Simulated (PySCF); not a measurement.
Zr²⁺ (zirconium, charge +2): UHF calculation

Configuration: [Kr] 4d2, high-spin 3F determinant. Computed with PySCF 2.14 in x2c-TZVPall (8s6p6d1f, 63 functions), with the spin-free X2C one-electron Hamiltonian (Gaussian nucleus).

| Item | Value |
| --- | --- |
| Total energy | -3595.541123 hartree |
| One-electron energy | -4944.4370 hartree |
| Hartree (Coulomb) energy | 1461.6957 hartree |
| Exchange energy | -112.7999 hartree |
| ⟨S²⟩ | 2.0038 |
| ⟨L²⟩ | 12.043 |
| Sum of ⟨r⟩ | 24.07 bohr |
| Sum of ⟨r²⟩ | 30.21 bohr² |
| Langevin diamagnetic susceptibility | -23.9 ×10⁻⁶ cm³/mol |
| Time after the integrals | 0.38 s of wall time on 1 thread of Intel(R) Xeon(R) Platinum 8559C (shared host) |

```
shell  electrons  mean orbital energy (eV)  spread (eV)  rms radius, mean of both spins (bohr)
 1s β          1                  -18111.9            0                                 0.0426
 1s α          1                  -18111.9            0                                 0.0426
 2s α          1                   -2593.9            0                                  0.176
 2s β          1                   -2593.6            0                                  0.176
 2p α          3                   -2309.2            0                                  0.157
 2p β          3                   -2309.0            0                                  0.157
 3s α          1                   -468.35            0                                  0.488
 3s β          1                   -468.21            0                                  0.488
 3p α          3                   -372.83            0                                  0.496
 3p β          3                   -372.66            0                                  0.496
 3d α          5                   -215.71        0.751                                  0.495
 3d β          5                   -215.23        0.164                                  0.495
 4s α          1                   -83.350            0                                   1.30
 4s β          1                   -81.262            0                                   1.30
 4p α          3                   -56.501            0                                   1.47
 4p β          3                   -53.494            0                                   1.47
 4d α          2                   -22.962            0                                   2.16
```

Densities and radii are taken from the X2C orbitals without a picture-change correction, which distorts them close to the nucleus.
